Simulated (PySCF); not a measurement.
# Correlation energy of I³⁺ (iodine, charge +3)

[Kr] 4d10 5s2 5p2, high-spin 3P determinant. Computed with PySCF 2.14 in def2-TZVP with the def2 core potential (28 electrons), with scalar relativity through the core potential. Frozen: 4s2 4p6 4d10; 4 electrons correlated.

MP2 pair energies summed by pair of shells (mhartree):

| pair | energy | share (%) |
| --- | --- | --- |
| 5s-5p | -31.30 | 62.9 |
| 5s-5s | -13.63 | 27.4 |
| 5p-5p | -4.86 | 9.8 |

Total MP2 correlation energy: -49.79 mhartree.

Same-spin part -8.03 and opposite-spin part -41.76 mhartree; SCS-MP2 scales them by 1/3 and 6/5 to -52.79 mhartree.

| level | correlation energy (mhartree) |
| --- | --- |
| CCSD | -63.34 |
| (T) | -1.17 |
| CCSD(T) | -64.51 |

Diagnostics: T1 = 0.0056, D1 = 0.0149, largest double amplitude 0.089.

Question: Is a single reference adequate?

Answer: Mostly. T1 lies below 0.03, but a double amplitude of this size points to a near-degeneracy that CCSD handles and MP2 describes poorly.
